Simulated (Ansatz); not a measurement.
Pulling on the C1–Si2 bond in CH4Si (SMILES C=[SiH2]) (multiplicity 1 held, fragments rigid). Energies count from the point at 1.701 Å.
Geometry at that point (charge 0, multiplicity 1):
```tsv
atom	x (Å)	y (Å)	z (Å)
C	-1.1507	-0.0547	-0.0063
Si	0.5483	0.0261	0.0030
H	-1.7706	0.8303	-0.0678
H	-1.6844	-0.9947	0.0488
H	1.4000	-1.1728	0.0864
H	1.2833	1.3004	-0.0716
```

R- and RO- levels are restricted; in cc, def2 and unpolarised 6-31G sets they are followed outwards from rest. Unrestricted levels (U-) break spin symmetry where that is lower. Left out are points that failed, MP2 points that dive below the minimum, coupled-cluster points behind a jump of the amplitudes or a sharp parting from full CI or MRCI, small-basis points behind a change of solution, and semi-empirical points at long bonds. Curves can end on different states.

Cores are frozen in the correlated methods.

Codes used: Ansatz (an electronic-structure program). Values without a source in brackets are computed.

Energies in kcal/mol.

| R (Å) | R-SCS-MP2/cc-pV(D+d)Z | U-SCS-MP2/cc-pV(D+d)Z | R-CCSDT/cc-pV(D+d)Z | R-CCSDT(Q)/cc-pV(D+d)Z |
|---|---|---|---|---|
| 1.361 | 89.5 | ___ | 91.4 | 91.5 |
| 1.531 | 18.1 | 10.5 | 19.1 | 19.2 |
| 1.701 | 0.0 | 0.0 | 0.0 | 0.0 |
| 1.871 | 7.2 | 12.3 | 5.9 | 5.7 |
| 2.041 | 25.1 | 29.8 | 22.5 | 22.1 |
| 2.296 | 56.8 | 59.6 | 52.5 | 51.5 |
| 2.551 | 85.0 | 88.9 | 79.7 | 78.1 |
| 2.977 | 115.3 | 113.2 | 108.0 | 107.5 |
| 3.402 | 123.0 | 120.2 | 115.1 | 125.0 |
| 3.912 | 107.2 | ___ | 114.6 | 145.3 |
| 4.592 | 54.3 | ___ | 113.2 | 170.5 |
| 5.443 | left out | 123.3 | 112.5 | 197.0 |

Fill in the missing entries.


- 3.912, U-SCS-MP2/cc-pV(D+d)Z: 122.5
- 1.361, U-SCS-MP2/cc-pV(D+d)Z: 81.9
- 4.592, U-SCS-MP2/cc-pV(D+d)Z: 123.2

Doubts at one or more of the structures used: a restricted determinant that unrestricted orbitals would lower (R-SCS-MP2/cc-pV(D+d)Z, R-CCSDT/cc-pV(D+d)Z, R-CCSDT(Q)/cc-pV(D+d)Z); a spin-contaminated determinant (U-SCS-MP2/cc-pV(D+d)Z); other coupled-cluster roots lie near (R-CCSDT/cc-pV(D+d)Z, R-CCSDT(Q)/cc-pV(D+d)Z); T1 above 0.05 (R-CCSDT/cc-pV(D+d)Z, R-CCSDT(Q)/cc-pV(D+d)Z).
